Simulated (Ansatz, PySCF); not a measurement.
Process, species as SMILES: O=[SiH2] [oxosilane] -> O=[SiH2] as triplet, charge 0
Each molecule is optimised on its own at B3LYP-D3(BJ)/def2-TZVP (Ansatz, a first-principles code). Frequencies are from Ansatz or PySCF. A spin state is the lowest found, not a proven ground state.
Geometry of the first species:
```xyz
4

Si     0.0729    -0.4313    -0.0029
O     -0.1804     1.0669     0.0071
H     -0.9986    -1.4531    -0.0255
H      1.4209    -1.0442     0.0090
```

Wanted: adiabatic triplet-singlet gap (0 K, with B3LYP-D3(BJ) harmonic zero-point energies), in kcal/mol. Cores are frozen in the correlated levels unless marked. UHF or UKS for open shells. Spin-orbit coupling is left out. Non-relativistic. CBS(X,Y): correlation extrapolated as X^-3; Hartree-Fock from the larger set.

```tsv
level	program	adiabatic triplet-singlet gap (kcal/mol)
revPBE/def2-TZVPD	Ansatz	54.3
B3LYP-D3(BJ)/def2-TZVPD	Ansatz + dftd3	55.5
PBE0/def2-QZVPP	Ansatz	___
TPSSh-D3(BJ)/def2-TZVPD	PySCF + dftd3	___
HSE06/def2-TZVPD	Ansatz	___
wB97X-V/def2-TZVPD	Ansatz	___
B2GP-PLYP-D4/def2-TZVPD	Ansatz + dftd4	61.1
RPA@PBE/cc-pV(T+d)Z	Ansatz	57.7
SCS-MP2/6-31G*	Ansatz	63.0
CCSD/6-31G*	Ansatz	53.7
CCSD(T)/CBS(def2-TZVPPD,def2-QZVPPD)	Ansatz	62.3
```

### Question
Complete the blanks.

### Answer

- PBE0/def2-QZVPP, adiabatic triplet-singlet gap (kcal/mol): 53.2
- TPSSh-D3(BJ)/def2-TZVPD, adiabatic triplet-singlet gap (kcal/mol): 52.2
- HSE06/def2-TZVPD, adiabatic triplet-singlet gap (kcal/mol): 53.0
- wB97X-V/def2-TZVPD, adiabatic triplet-singlet gap (kcal/mol): 57.3
